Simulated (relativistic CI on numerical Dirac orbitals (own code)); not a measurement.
# One change at a time: Gd XLIV

Base calculation: Dirac-Coulomb-Breit CI, separate exchange-only KLI orbitals for each configuration, a model potential for QED, unscaled Slater integrals.

CI space (outside the closed core [Ne]): 3s2 3p6 3d3, 3s2 3p5 3d4, 3s 3p6 3d4, 3s2 3p6 3d2 4s, 3s2 3p6 3d2 4p, 3s2 3p6 3d2 4d, 3s2 3p5 3d3 4s, 3s2 3p6 3d2 4f, 3s2 3p5 3d3 4p, 3s 3p6 3d3 4s, 3p6 3d4 4p, 3p6 3d5, 3p5 3d6, 3p5 3d5 4s, 3p6 3d4 4s, 3p5 3d4 4s2, 3s2 3p6 3d 4s2, 3s2 3p6 4s2 4p, 3s2 3p6 4s2 4d. Double excitations out of closed p, d and f shells are left out; levels of such configurations are missing from the list, as are those of other unlisted configurations, and high levels can miss mixing partners. These lack a partner that the ground configuration has and come out too high: 3s2 3p5 3d3 4p.

Variants: (1) QED terms removed; (2) Breit term removed. Shifts of the energy above 3s2 3p6 3d3 4F_3/2, in cm⁻¹, for the lowest level and the first level of each name with at least 55 % of one term (blank where a level changes its place among those of its configuration and J or its character, or is not in the variant):

```json
{"Level": "3s2 3p6 3d3 4F_3/2", "Base": "0", "Δ(1)": "0", "Δ(2)": "0"}
{"Level": "3s2 3p6 3d3 4F_5/2", "Base": "238645", "Δ(1)": "-793", "Δ(2)": "+8795"}
{"Level": "3s2 3p6 3d3 4P_1/2", "Base": "323275", "Δ(1)": "-767", "Δ(2)": "+8393"}
{"Level": "3s2 3p6 3d3 4F_7/2", "Base": "543438", "Δ(1)": "-1556", "Δ(2)": "+18303"}
{"Level": "3s2 3p6 3d3 2P_1/2", "Base": "628684", "Δ(1)": "-1576", "Δ(2)": "+16111"}
{"Level": "3s2 3p6 3d3 2H_11/2", "Base": "638982", "Δ(1)": "-1595", "Δ(2)": "+26789"}
{"Level": "3s2 3p6 3d3 2F_7/2", "Base": "708053", "Δ(1)": "-1552", "Δ(2)": "+20694"}
{"Level": "3s2 3p6 3d3 2D_3/2", "Base": "827904", "Δ(1)": "-1725", "Δ(2)": "+15452"}
{"Level": "3s2 3p5 3d4 4I°_15/2", "Base": "2478154", "Δ(1)": "+1568", "Δ(2)": "+42611"}
```

At this charge energies of transitions that change n are usually good to better than 1 %, and those within a shell (Δn = 0) to a few per cent.

Ionisation energy from the two ground configurations alone: base 3424.09 eV; Breit term removed 3426.72 eV. The NIST ASD value (theoretical) is 3424 eV.

LS names give the leading component of a level, which can be under half, so a name can repeat, a term be missing and a line seem to break the LS rules.
